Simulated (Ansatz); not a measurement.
Species: HCl₂Ga, SMILES `[Cl][GaH][Cl]` (charge 0, multiplicity 1), formula HCl2Ga.

### Question
How many basis functions does Ansatz (a quantum-chemistry and plane-wave program) with frozen-core CCSD(T)/cc-pVTZ // PBE-D3(BJ)/def2-TZVP use, how many core orbitals are frozen, and how many electrons are correlated?

### Answer
125 basis functions and 19 frozen orbitals, which leaves 28 correlated electrons (filled d shells below the valence shell are correlated). Core time is of the order of seconds.
